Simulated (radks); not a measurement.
Isoelectronic series with 8 electrons, all held in the configuration [He] 2s2 2p4, which need not be the ground one along the series. Calculated with a radial shooting solver on a logarithmic mesh with Libxc functionals: non-relativistic Kohn-Sham, LDA (Slater exchange, Perdew-Wang correlation), spin-polarised, spherical densities, point nucleus; open shells are filled with parallel spins first (spin-orbit coupling, left out, can overturn this in heavy ions). Total energies (hartree) and orbital eigenvalues (hartree):

| ion | E (hartree) | 2p down | 2p up |
|---|---|---|---|
| O | -74.52483 | -0.27244 | -0.38084 |
| Si6+ | -270.70515 | -8.29260 | -8.59057 |
| Cl9+ | -416.09216 | -15.71780 | -16.10954 |
| Ca12+ | -592.98510 | -25.39905 | -25.88457 |
| V15+ | -801.38020 | -37.33338 | -37.91275 |
| Fe18+ | -1041.27592 | -51.51947 | -52.19275 |
| Cu21+ | -1312.67156 | -67.95661 | -68.72389 |
| Ge24+ | -1615.56682 | -86.64443 | -87.50576 |
| Br27+ | -1949.96156 | -107.5827 | -108.5381 |
| Sr30+ | -2315.85572 | -130.7713 | -131.8209 |
| Nb33+ | -2713.24931 | -156.2100 | -157.3539 |
| Ru36+ | -3142.14233 | -183.8989 | -185.1370 |
| Ag39+ | -3602.53482 | -213.8379 | -215.1703 |
| Sn42+ | -4094.42680 | -246.0270 | -247.4537 |
